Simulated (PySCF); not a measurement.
SrF, SMILES [F][Sr+], charge +1. The structure is a stationary point at B3LYP-D3(BJ)/def2-TZVPD. The multiplicity is an assumed one; other spin states were not compared. The def2 effective core potentials stand for the cores of Sr; spin–orbit coupling is left out.

Problem. Give the equilibrium geometry at B3LYP-D3(BJ)/def2-TZVPD (PySCF confirms it by a frequency run) as a Z-matrix, and its point group. (An estimate is asked for; the answer gives what the named calculation found.)

Solution. point group C∞v.
```
Sr
F 1 2.0210
```
Charge +1, spin multiplicity 1.
